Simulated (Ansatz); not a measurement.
Molecule: sum formula H4GeO4, charge -1, multiplicity 2. 
Coordinates optimised at B3LYP-D3(BJ)/def2-TZVP (Ansatz, a program for electronic structure):
```xyz
9

O     -0.6071     1.1072    -1.5187
Ge     0.2364     0.1231    -0.0681
O     -0.9938     0.7928     1.1462
O     -0.3520    -1.4935    -0.7586
O      1.2079    -0.7944     1.3456
H     -1.1745     1.7352    -1.0535
H     -0.7403     0.3657     1.9731
H     -0.9113    -1.2256    -1.4974
H      1.2223    -1.7103     1.0397
```
Charge -1, spin multiplicity 2.

Parts of the frozen-core correlation energy in STO-3G (Ansatz, hartree). Frozen orbitals: 18; correlated occupied orbitals by spin: 17 and 16; virtual: 7 and 8. UHF or UKS for open shells. No spin-orbit coupling. Non-relativistic.

| term | value |
|---|---|
| reference (HF) | -2349.26830 |
| MP2 opposite-spin | [?] |
| MP2 same-spin | -0.02346 |
| CCSD correlation | [?] |
| (T) | [?] |
| T1 diagnostic | 0.014 |
| largest doubles amplitude | 0.061 |
| <S^2> of the reference | 0.784 |

Complete the blanks.


- MP2 opposite-spin, value: -0.13741
- CCSD correlation, value: -0.20642
- (T), value: -0.00505
